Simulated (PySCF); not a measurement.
## Sr2S2: adding exact exchange

Base calculation in PySCF with density fitting and no spin–orbit coupling, PBE/def2-TZVP (scalar-relativistic core potentials): singlet, D2h, Sr–S 2.670 Å (×4); Sr–S–Sr 85.3° (×2), S–Sr–S 94.7° (×2); wavenumbers 81, 137, 228, 286, 288, 293 cm⁻¹; gap between the highest occupied and lowest empty levels 2.13 eV, polar-tensor charge of Sr 1.04 e, atomisation energy (no zero-point energy) 1143 kJ/mol.

Problem. What changes on going to PBE0/def2-TZVP (scalar-relativistic core potentials)?

Solution. The point group stays the same. Changes: mean bond to Sr -0.009 Å, highest wavenumber +8 cm⁻¹, lowest wavenumber +8 cm⁻¹, gap between the highest occupied and lowest empty levels +1.47 eV, polar-tensor charge of Sr +0.11 e, atomisation energy (no zero-point energy) -24 kJ/mol. The new structure has Sr–S 2.661 Å (×4); Sr–S–Sr 85.2° (×2), S–Sr–S 94.8° (×2), with wavenumbers 89, 143, 235, 297, 298, 301 cm⁻¹. Exact exchange shortens and stiffens the bonds and opens the gap, the usual pattern.

Only the bonding shown was studied: isomers, or loss of a ligand pair, can lie lower.
